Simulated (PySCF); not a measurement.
Sn(OH) (HOSn), SMILES [Sn][OH] (connectivity only; charge and spin as stated), neutral, multiplicity 2.

Geometry: r2SCAN-D4/def2-TZVP. The def2 effective core potentials stand for the cores of Sn; spin–orbit coupling is left out.

Two levels are set side by side: PBE/def2-TZVPD (PySCF) and r2SCAN/def2-TZVPD (PySCF). Same geometry, gas phase. Differences are taken from unrounded values.

```csv
quantity,r2SCAN
α-spin orbital gap (eV),0.79
β-spin orbital gap (eV),4.48
dipole moment (D),1.47
mean polarisability (bohr³),56.2
```

Question: What does PBE give, and how far is it from r2SCAN? (An estimate is asked for; the answer gives what the named calculation found.)

Answer: 
| quantity | PBE | PBE minus r2SCAN |
|---|---|---|
| α-spin orbital gap (eV) | 0.39 | -0.40 |
| β-spin orbital gap (eV) | 4.07 | -0.41 |
| dipole moment (D) | 1.44 | -0.04 |
| mean polarisability (bohr³) | 58.8 | 2.6 |

Rough cost on one machine, each run with all the roots and properties that it gave: r2SCAN against PBE about 3 times.
